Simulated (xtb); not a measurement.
AlClH4O2Si, SMILES [SiH2]([Al]([OH])[OH])Cl. All values are semi-empirical tight-binding results from xtb (GFN2-xTB unless named), good for trends rather than for accurate numbers. The structure is a stationary point at GFN2-xTB. The structure was generated by enumeration; whether it is a known compound was not checked. The values are those of a single conformer.

Optimised geometry:

```xyz
9

Si    -1.1687    -0.4686    -0.1859
Cl    -1.8029     1.4660    -0.2116
Al     1.2140    -0.4957     0.1567
O      1.7878    -2.0346     0.3022
O      2.0041     0.9480     0.2138
H     -1.6806    -1.0303    -1.4502
H     -2.0050    -1.1047     0.8494
H      2.1734    -2.8942     0.3946
H      2.4066     1.8049     0.2404
```

For metal compounds this method's bond lengths and energies can be far off.

```
Item                                          Result
-------------------------------------  -------------
orbital gap                                  4.06 eV
zero-point energy                      27.6 kcal/mol
G − E(el) at 298.15 K (modified RRHO)   6.3 kcal/mol
```

Computed atomic charges and the Wiberg bond orders between heavy atoms:
charges (e) Si1 0.46, Cl2 -0.30, Al3 0.33, O4 -0.48, O5 -0.46, H6 -0.08, H7 -0.08, H8 0.30, H9 0.31. Bond orders Si1–Cl2 1.04, Si1–Al3 0.84, Al3–O4 1.37, Al3–O5 1.40.
